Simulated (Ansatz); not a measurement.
Species: C₉H₇F₃, SMILES `C=Cc1ccc(C(F)(F)F)cc1` (C–C–C–C torsion 179°) (charge 0, multiplicity 1), formula C9H7F3.

Q: How many basis functions does frozen-core CCSD(T)/cc-pVDZ // PBE0-D3(BJ)/def2-SVP (Ansatz, a first-principles code) use, how many core orbitals are frozen, and how many electrons are correlated?

A: 203 basis functions and 12 frozen orbitals, which leaves 64 correlated electrons. Core time is of the order of minutes.
